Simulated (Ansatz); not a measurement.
Program: Ansatz 0.2.0.

A structure relaxed at PBE0-D4/def2-TZVP, charge 0, multiplicity 1:

Cartesian coordinates in Å:
```
N 0.549 1.598 0.303
In -0.741 0.050 0.192
N 0.130 -1.643 -0.479
H 1.412 1.559 -0.216
H 0.196 2.542 0.302
H -2.386 0.159 0.618
H -0.294 -2.536 -0.277
H 1.134 -1.729 -0.443
```

Problem. Give its formula and SMILES.

Solution. H5InN2, `[NH2][InH][NH2]`.

Problem. Point group (tolerance 0.08 Å, 0.16 Å for H)?

Solution. C2.

Problem. Summarise the bond lengths by kind.

Solution. 2 × In–N 2.018 Å; 4 × H–N 1.008 Å; 1 × H–In 1.703 Å.
